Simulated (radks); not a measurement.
Values are calculated unless marked as measured or tabulated.
Ga, 31 electrons, occupied as [Ar] 3d10 4s2 4p1 (the NIST ground configuration).

Code: a radial shooting solver on a logarithmic mesh with Libxc functionals. Model: scalar-relativistic Kohn-Sham, r2SCAN, spin-polarised, spherical densities, finite nucleus; open shells are filled with parallel spins first; meta-GGA in the generalised Kohn-Sham scheme; Fermi nuclear charge, rms radius 3.9973 fm.

Energy parts (hartree):
| part | energy |
|---|---|
| total | -1944.25074 |
| kinetic | 1977.34444 |
| electron-nucleus | -4685.57364 |
| Hartree | 839.75781 |
| exchange-correlation | -75.77935 |

Orbitals (lengths in bohr, moments of r in powers of bohr; r(max) is where P^2 peaks; r(90%) holds 90 % of the orbital's charge):
[
 {"orbital": "1s up", "occ.": "1", "eigenvalue (hartree)": "-377.0356", "r(90%)": "0.0869", "r(max)": "0.03179"},
 {"orbital": "1s down", "occ.": "1", "eigenvalue (hartree)": "-377.0345", "r(90%)": "0.0869", "r(max)": "0.03179"},
 {"orbital": "2s down", "occ.": "1", "eigenvalue (hartree)": "-46.81169", "r(90%)": "0.337", "r(max)": "0.1822"},
 {"orbital": "2s up", "occ.": "1", "eigenvalue (hartree)": "-46.81134", "r(90%)": "0.337", "r(max)": "0.1822"},
 {"orbital": "2p up", "occ.": "3", "eigenvalue (hartree)": "-40.67825", "r(90%)": "0.311", "r(max)": "0.1465"},
 {"orbital": "2p down", "occ.": "3", "eigenvalue (hartree)": "-40.67782", "r(90%)": "0.311", "r(max)": "0.1465"},
 {"orbital": "3s up", "occ.": "1", "eigenvalue (hartree)": "-5.61383", "r(90%)": "0.974", "r(max)": "0.5639"},
 {"orbital": "3s down", "occ.": "1", "eigenvalue (hartree)": "-5.61354", "r(90%)": "0.975", "r(max)": "0.5639"},
 {"orbital": "3p up", "occ.": "3", "eigenvalue (hartree)": "-3.74057", "r(90%)": "1.05", "r(max)": "0.5670"},
 {"orbital": "3p down", "occ.": "3", "eigenvalue (hartree)": "-3.74014", "r(90%)": "1.05", "r(max)": "0.5670"},
 {"orbital": "3d up", "occ.": "5", "eigenvalue (hartree)": "-0.72163", "r(90%)": "1.39", "r(max)": "0.5361"},
 {"orbital": "3d down", "occ.": "5", "eigenvalue (hartree)": "-0.71962", "r(90%)": "1.39", "r(max)": "0.5360"},
 {"orbital": "4s up", "occ.": "1", "eigenvalue (hartree)": "-0.35338", "r(90%)": "3.65", "r(max)": "1.918"},
 {"orbital": "4s down", "occ.": "1", "eigenvalue (hartree)": "-0.32083", "r(90%)": "3.55", "r(max)": "1.896"},
 {"orbital": "4p up", "occ.": "1", "eigenvalue (hartree)": "-0.10877", "r(90%)": "5.22", "r(max)": "2.530"},
 {"orbital": "4p down", "occ.": "0", "eigenvalue (hartree)": "-0.05823", "r(90%)": "4.62", "r(max)": "2.403"}
]

The highest occupied level is 4p up at -2.960 eV. Summed over all electrons, <r^2> = 39.13 bohr^2, which gives a Langevin (diamagnetic) susceptibility term of -31 x 10^-6 cm^3/mol. The density falls to 0.001 e/bohr^3 at r = 4.41 bohr. Spin moment in Bohr magnetons: 1.
